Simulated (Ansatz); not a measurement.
`C[SiH2]N(C)C` → `C[Si]N(C)C` + H₂ at 700 K and 1 bar (silylene formation by 1,1-elimination).

Program: Ansatz. Geometries: PBE0-D4/def2-TZVP. ΔE: electronic, gas phase. CCSD(T)/CBS is the MP2 limit (def2-TZVPP, def2-QZVPP) plus CCSD(T) − MP2 in def2-TZVPP, frozen cores. This one scheme is used for every species. Each species was taken in one conformer, which may not be the lowest.

```
       species  CCSD(T)/CBS energy (Eh)  H − E (kJ/mol)  S (J/(mol·K))
`C[SiH2]N(C)C`               -464.57799           455.5          516.5
  `C[Si]N(C)C`               -463.33839           400.1          478.7
            H₂                 -1.17544            46.8          155.3
```

H − E and S are ideal-gas, rigid-rotor, harmonic terms from PBE0-D4/def2-TZVP, for one conformer and one mirror image of each species. The MP2-based limit puts H₂ 0.8 mEh under its directly extrapolated value; such offsets cancel only in part. 1 Eh = 2625.50 kJ/mol, R = 8.31446 J/(mol·K).

By hand: ΔE, ΔH, ΔS and ΔG.

ΔE = (-463.33839) + (-1.17544) − (-464.57799) = 0.06416 Eh = 168.5 kJ/mol. Δ(H − E) = 400.1 + 46.8 − 455.5 = -8.6, so ΔH = 159.9 kJ/mol. ΔS = 478.7 + 155.3 − 516.5 = 117.5 J/(mol·K). ΔG = 159.9 − 700 × (117.5)/1000 = 77.7 kJ/mol.

By hand: the equilibrium constant, and the temperature at which ΔG would vanish if ΔH and ΔS stayed fixed.

log₁₀ K = −ΔG/(RT ln 10) = -5.8. ΔG = 0 at ΔH/ΔS = 1361 K.

The number of gas molecules changes by +1, which sets the sign of ΔS. A doubt of 5 kJ/mol in ΔE shifts log₁₀ K by 0.4 here. Other conformers and mirror images would add mixing entropy, several J/(mol·K) or more a flexible species. Modes under 60 cm⁻¹, often nearly free rotors, make the harmonic entropy too high. These are equilibria of isolated gas molecules and say nothing of rates. Largest T1 diagnostic: 0.014 (customary marks: 0.02 for closed shells, 0.045 for open ones).
